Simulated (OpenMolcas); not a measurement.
Cr2+: moving or changing the point charges

Cr2+ among 6 point charges of -2 e arranged as an octahedron (Oh), 1.74 Å from the ion.

| Quantity | Value |
| --- | --- |
| Program | OpenMolcas |
| Method | CASSCF |
| Basis | ANO-RCC-VDZP [5s4p2d1f] |
| Scalar Hamiltonian | DKH2, point nucleus |
| Active space | 4 electrons in 5 orbitals (3d) |
| State averaging | 2S+1 = 5 even, 5 roots; 2S+1 = 3 even, 45 roots; 2S+1 = 1 even, 50 roots |
| Spin-orbit coupling | state interaction with AMFI integrals over the reference wave functions |

Runs around this geometry, states (labels of O, the rotations of Oh). Energies in cm-1 above the lowest state or level, χT in cm3 K/mol.

```
R (Å)  q (e)  Ground state  First state of that spin  First gap with spin-orbit (degeneracies)  χT at 300 K  First state of another spin
 1.74     -1            5E                  5T2 6652                                6.4 (1, 3)        2.938                    3T1 14595
 1.74     -2            5E                 5T2 13418                                5.8 (1, 3)        2.973                     3T1 8258
 1.92     -2            5E                  5T2 8889                                5.8 (1, 3)        2.955                    3T1 12547
```

Taking the first state of the same spin as R^-n, n = -ln(8889 / 13418) / ln(1.92 / 1.74) = 4.2 between the shortest and longest distance.

Scaling the charges by -1 / -2 = 0.50 scales the first state of the same spin by 6652 / 13418 = 0.50; with fixed orbitals a first-order splitting would follow the charge.

An orbital doublet at a regular site is open to a Jahn-Teller distortion, which this geometry leaves out. Without dynamic correlation the repulsion within the d shell is too large (B by tens of per cent), so at a given field states of lower spin stand too high. This shell can be high or low spin here, a state of another spin lies low, and with metal d orbitals alone active their balance is uncertain, so the ground spin may be wrong (holds for R = 1.74, q = -2). Point charges carry no covalency, so the field is a model and not that of real ligands. No measured value stands beside these numbers.
